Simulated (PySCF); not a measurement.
**The first ionisation energy along the 4p block**

All values are computed (PySCF 2.14, energy differences of UHF-based or UKS calculations, no spin-orbit coupling). Values in eV. The last column holds reference values (NIST; (s) semi-empirical, (t) theoretical, else measured). Unmarked ones compare directly (S terms, centres of terms, or small fine structure); those marked * lie between the lowest fine-structure levels and include a spin-orbit shift.

```json
{"element": "Ga (def2-QZVPPD, non-relativistic)", "configurations": "[Ar] 3d10 4s2 4p1 → [Ar] 3d10 4s2", "UHF": "5.571", "PBE": "6.003", "r2SCAN": "6.150", "MP2 (valence)": "5.797", "MP2 (valence and next inner shell)": "5.870", "CCSD(T) (valence)": "5.874", "reference": "5.931"}
{"element": "Ge (def2-QZVPPD, non-relativistic)", "configurations": "[Ar] 3d10 4s2 4p2 → [Ar] 3d10 4s2 4p1", "UHF": "7.434", "PBE": "7.919", "r2SCAN": "8.076", "MP2 (valence)": "7.808", "MP2 (valence and next inner shell)": "7.902", "CCSD(T) (valence)": "7.858", "reference": "7.925"}
{"element": "As (def2-QZVPPD, non-relativistic)", "configurations": "[Ar] 3d10 4s2 4p3 → [Ar] 3d10 4s2 4p2", "UHF": "9.436", "PBE": "9.908", "r2SCAN": "10.111", "MP2 (valence)": "9.951", "MP2 (valence and next inner shell)": "10.052", "CCSD(T) (valence)": "9.947", "reference": "10.008"}
{"element": "Se (def2-QZVPPD, non-relativistic)", "configurations": "[Ar] 3d10 4s2 4p4 → [Ar] 3d10 4s2 4p3", "UHF": "8.587", "PBE": "9.681", "r2SCAN": "9.719", "MP2 (valence)": "9.363", "MP2 (valence and next inner shell)": "9.425", "CCSD(T) (valence)": "9.523", "reference": "9.635"}
{"element": "Br (def2-QZVPPD, non-relativistic)", "configurations": "[Ar] 3d10 4s2 4p5 → [Ar] 3d10 4s2 4p4", "UHF": "10.749", "PBE": "11.821", "r2SCAN": "11.888", "MP2 (valence)": "11.686", "MP2 (valence and next inner shell)": "11.767", "CCSD(T) (valence)": "11.746", "reference": "11.844"}
{"element": "Kr (def2-QZVPPD, non-relativistic)", "configurations": "[Kr] → [Ar] 3d10 4s2 4p5", "UHF": "13.064", "PBE": "14.048", "r2SCAN": "14.165", "MP2 (valence)": "14.132", "MP2 (valence and next inner shell)": "14.223", "CCSD(T) (valence)": "14.081", "reference": "14.222"}
```

```csv
method,elements,mean error (eV),mean absolute error (eV),largest error (eV)
UHF,6,-0.787,0.787,-1.157
PBE,6,-0.031,0.070,-0.173
r2SCAN,6,0.091,0.110,0.218
MP2 (valence),6,-0.138,0.138,-0.272
MP2 (valence and next inner shell),6,-0.054,0.070,-0.210
CCSD(T) (valence),6,-0.089,0.089,-0.140
```

Errors include the incompleteness of the basis and the frozen core.

"Valence" correlates the outer s and p shells and, in groups 3 to 12 and the f block, the outer d or f shell, open or full, or the next shell where the ion has no valence electron left; the wider scheme adds the next inner shell.
